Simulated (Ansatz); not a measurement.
Computed with Ansatz on PBE0-D4/def2-TZVP structures; ΔE is electronic, products minus reactants. CCSD(T)/CBS adds triple-zeta CCSD(T) − MP2 to the extrapolated MP2 energy (def2 sets, frozen cores). This one scheme is used for every species. Functionals use def2-TZVPP. B3LYP here is the variant with VWN-RPA as its local correlation; programs differ in this. For Ge outer-core shells are correlated without core-valence functions, which leaves a few kJ/mol of doubt a bond. Scalar relativity is left out up to krypton. One conformer a species, not always the lowest.

Reaction (ligand exchange at a Ge–F bond): `[F][Ge][SH]` + H₂S → `[SH][Ge][SH]` + H–F

```tsv
level	ΔE (kcal/mol)	difference from CCSD(T)/CBS
PBE-D4	1.7	0.1
r2SCAN-D4	3.2	1.6
PBE0-D4	0.9	-0.7
B3LYP-D4	3.7	2.1
ωB97X-V	5.6	4.0
ωB97M-V	4.7	3.1
B2PLYP	4.5	2.9
PBE	2.9	1.3
r2SCAN	3.5	1.9
PBE0	2.0	0.4
B3LYP	5.7	4.1
HF/def2-TZVPP	6.9	5.3
MP2/def2-TZVPP	0.9	-0.7
SCS-MP2/def2-TZVPP	3.3	1.7
CCSD/def2-TZVPP	3.4	1.8
CCSD(T)/def2-TZVPP	2.6	1.0
HF/def2-QZVPP	7.5	5.9
MP2/def2-QZVPP	0.6	-1.0
SCS-MP2/def2-QZVPP	3.0	1.4
CCSD/def2-QZVPP	3.7	2.1
CCSD(T)/def2-QZVPP	2.7	1.1
HF/CBS(def2)	7.6	6.0
MP2/CBS(def2)	0.0	-1.6
CCSD/CBS(def2)	2.5	0.9
CCSD(T)/CBS	1.6	0
```

Largest T1 diagnostic among the species: 0.015.

From PBE to PBE0 (25 % exact exchange), in def2-TZVPP and without D4, ΔE moves by −0.9 kcal/mol. The D4 term adds −2.0 kcal/mol with B3LYP and −1.0 kcal/mol with PBE0; it sums over pairs of atoms, weighted by their polarisabilities, and B3LYP, whose exchange is more repulsive, gets the larger term. In def2-TZVPP, CCSD(T) changes the Hartree–Fock value by −4.3 kcal/mol (the triples alone add −0.8 kcal/mol) and MP2 by −5.9 kcal/mol.
